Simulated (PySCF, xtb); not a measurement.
C₆H₆O, SMILES C#C[C@H]1COC1=C.

GFN2-xTB in xtb at its own geometry gives an orbital gap of 5.10 eV and a dipole moment of 1.78 D.

Geometry: ωB97X-D3(BJ)/def2-SVP. The structure was generated by enumeration; whether it is a known compound was not checked.

Task: What does r2SCAN/def2-TZVP (PySCF) give? (An estimate is asked for; the answer gives what the named calculation found.)

Result: gap 5.28 eV (levels -5.67 and -0.39 eV), dipole 1.61 D.
